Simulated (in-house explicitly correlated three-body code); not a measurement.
Computed with an exponentially correlated three-body code. Model: two electrons around a point charge, non-relativistic, variational in 260 exponentially correlated functions (energies converged to about 1e-7 hartree, or 1e-8 relative for large Z).

For two electrons in a singlet the Kohn-Sham orbital is the square root of half the density, so the exact Kohn-Sham potential and energy parts follow from the density alone, and exchange is minus half the Hartree energy. The Kohn-Sham level equals minus the binding energy of the second electron.

Command:
```bash
python run_hyl.py task.json out
```
Settings (lengths in bohr, energies in hartree):
```
Z                      1.58
interaction_strength   1
functions              260
states_tried           13
```

Cost of the run: 38 s on 1 thread of Intel(R) Xeon(R) Platinum 8375C CPU @ 2.90GHz (Ice Lake), with other jobs on the host.

**Those bound S and P states to n = 4 that converged, binding against the one-electron ion.**

Given: nuclear charge 1.58.

Computed: one-electron threshold -1.2482 hartree.

```tsv
term	energy (hartree)	binding (eV)	quantum defect
1 1S	-1.66184351	11.256	0.36232
2 3S	-1.31608633	1.8473	0.42594
2 1S	-1.30220659	1.4696	0.23522
2 3P	?	?	?
2 1P	?	?	?
3 3S	-1.27341246	0.68607	0.41711
3 1S	-1.27007428	0.59523	0.22702
3 3P	-1.26764777	0.5292	0.059115
3 1P	-1.26683455	0.50707	-0.0043712
4 3S	-1.26128474	0.35605	0.41466
4 3P	-1.25903909	0.29495	0.060723
4 1P	-1.25868659	0.28535	-0.0049387
```

What belongs in the row 2 3P?

energy (hartree): -1.29261879; binding (eV): 1.2087; quantum defect: 0.054059.

What belongs in the row 2 1P?

energy (hartree): -1.29014377; binding (eV): 1.1413; quantum defect: -0.002531.

**Electric-dipole lines between converged S and P states, rate of the upper state's decay.**

```csv
s state,p state,p minus s (eV),oscillator strength from s,rate (1/s)
1 1S,2 1P,10.114,0.15016,2.2219e+08
1 1S,3 1P,10.749,0.042934,7.1748e+07
1 1S,4 1P,10.97,0.017857,3.1085e+07
2 1S,2 1P,0.32825,0.55289,861640
2 1S,3 1P,0.96252,0.066044,885000
2 1S,4 1P,1.1842,0.025996,527330
3 1S,2 1P,-0.54612,-0.21568,2.7912e+06
3 1S,3 1P,?,?,?
3 1S,4 1P,0.30987,0.051768,71899
2 3S,2 3P,?,?,?
2 3S,3 3P,1.3181,0.0049498,124380
2 3S,4 3P,1.5523,0.0044041,153500
3 3S,2 3P,-0.52263,-0.32609,3.8649e+06
3 3S,3 3P,0.15687,1.2057,429120
3 3S,4 3P,0.39112,0.00010467,231.6
4 3S,2 3P,-0.85264,-0.037827,1.1933e+06
4 3S,3 3P,-0.17315,-0.66112,860040
4 3S,4 3P,0.061107,1.6293,87997
```

What belongs in the row 3 1S 3 1P?

p minus s (eV): 0.088158; oscillator strength from s: 0.90281; rate (1/s): 101490.

What belongs in the row 2 3S 2 3P?

p minus s (eV): 0.63858; oscillator strength from s: 0.74217; rate (1/s): 4.3775e+06.

**Exact Kohn-Sham parts of the ground state from its density.**

Computed: total energy -1.66184351 hartree; Kohn-Sham kinetic 1.6276 hartree; Hartree energy 1.5205 hartree; exchange energy -0.76024 hartree; DFT correlation energy -0.041168 hartree; kinetic part of the DFT correlation energy 0.034228 hartree; exact minus restricted Hartree-Fock -0.041012 hartree; restricted Hartree-Fock level -11.68 eV; dipole polarisability 5.0011 bohr³; C6 of two such species 9.6813 hartree·bohr⁶.

What is the potential part of the DFT correlation energy?

-0.075396 hartree.

What is the Kohn-Sham level?

-11.256 eV.

**Functionals on the exact density and self-consistent, errors are functional minus exact, hybrids only self-consistent, a dash where a self-consistent run leaves the top level unbound.**

| result | exchange error (millihartree) | correlation error (millihartree) | functional driven error (millihartree) | density driven error (millihartree) | self consistent total error (millihartree) | top level plus exact binding (eV) |
| --- | --- | --- | --- | --- | --- | --- |
| r2SCAN | -5.8672 | 5.2035 | -0.66371 | -0.20683 | -0.87053 | 5.648 |
| B3LYP VWN-RPA | - | - | - | - | ? | ? |
| M06-L | -9.7809 | 4.4835 | -5.2974 | -2.2766 | -7.574 | 5.6341 |
| PBEsol | ? | ? | ? | ? | ? | ? |
| HSE06 | - | - | - | - | 4.3981 | 4.7631 |
| BP86 | -3.6229 | -1.9835 | -5.6064 | -0.59892 | -6.2053 | 5.9912 |
| AM05 | 78.203 | -45.218 | 32.985 | -0.95826 | 32.026 | 6.296 |
| OLYP | -3.4966 | 0.77114 | -2.7255 | -1.253 | -3.9785 | 6.1499 |
| RPBE | -8.4141 | 1.8433 | -6.5709 | -0.944 | -7.5149 | 6.091 |
| LDA VWN5 | 103.01 | -58.414 | 44.598 | -1.3661 | 43.232 | 6.1759 |

What belongs in the row B3LYP VWN-RPA?

self consistent total error (millihartree): -12.164; top level plus exact binding (eV): 4.511.

What belongs in the row PBEsol?

exchange error (millihartree): 39.67; correlation error (millihartree): -7.8103; functional driven error (millihartree): 31.86; density driven error (millihartree): -0.83904; self consistent total error (millihartree): 31.021; top level plus exact binding (eV): 6.2693.

The density-driven part is never positive, since each functional's own density lowers its energy. Here it is small beside the functional-driven part (median ratio 0.13), the normal case. The correlation energy of density-functional theory lies 0.16 millihartree below exact minus Hartree-Fock, because the Hartree-Fock density, unlike the exact one, minimises the Hartree-Fock energy.
